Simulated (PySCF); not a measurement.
C₂H₆FGaO, SMILES C[CH2][Ga]([OH])[F].

Coordinates come from a PBE0-D3(BJ)/def2-SVP optimisation. The structure was generated by enumeration; whether it is a known compound was not checked. The values are those of a single conformer.

Two levels are set side by side: PBE/def2-TZVP (PySCF) and M06-2X/def2-TZVP (PySCF). Same geometry, gas phase. Differences are taken from unrounded values.

```
quantity                     M06-2X
---------------------------  ------
orbital gap (eV)               9.74
highest occupied level (eV)   -9.63
lowest empty level (eV)        0.11
dipole moment (D)              4.29
mean polarisability (bohr³)    50.9
```

Problem. What does PBE give, and how far is it from M06-2X? (Estimate from the structure and the level; the computed values follow.)

Solution. 
| quantity | PBE | PBE minus M06-2X |
|---|---|---|
| orbital gap (eV) | 5.60 | -4.14 |
| highest occupied level (eV) | -6.98 | 2.65 |
| lowest empty level (eV) | -1.38 | -1.49 |
| dipole moment (D) | 4.08 | -0.21 |
| mean polarisability (bohr³) | 55.3 | 4.3 |

PBE's occupied levels lie high since its potential decays too fast outside the molecule; exact exchange lowers them and widens the gap. Loosely held outer electrons make PBE densities more polarisable. Differences between two approximate levels are no errors against the true value.

Rough cost on one machine, each run with all the roots and properties that it gave: M06-2X against PBE about 3 times.
